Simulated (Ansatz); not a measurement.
SiICl₃⁺. Total charge 1; doublet. Geometry PBE-D4/def2-SVP, that of the neutral singlet; atoms count from 1.

Cartesian coordinates in Å:
```
Si 0.0164 0.0439 0.0442
I -0.6037 -1.6179 -1.6306
Cl 0.2446 -0.8564 1.8809
Cl -1.4474 1.4838 0.1855
Cl 1.7901 0.9466 -0.4801
```

In the def2 sets I takes a core potential; there is no spin–orbit coupling.

Estimate the Mulliken populations from the PBE0/def2-TZVP orbitals of Ansatz.


```tsv
atom	charge (e)	spin (α − β)
Si1	0.52	-0.07
I2	0.56	0.87
Cl3	0.00	0.11
Cl4	-0.03	0.04
Cl5	-0.03	0.04
```
Mulliken values depend strongly on the basis.

Where does the spin sit?

Summed by element: Si -0.07, I 0.87, Cl 0.19, of 1 unpaired in all. Largest on single atoms: I2 0.87, Cl3 0.11, Si1 -0.07.

And the Mayer bond orders between heavy atoms (over 0.3)?

Si1–I2 0.96 (2.44 Å); Si1–Cl3 1.29 (2.06 Å); Si1–Cl4 1.32 (2.06 Å); Si1–Cl5 1.32 (2.06 Å).
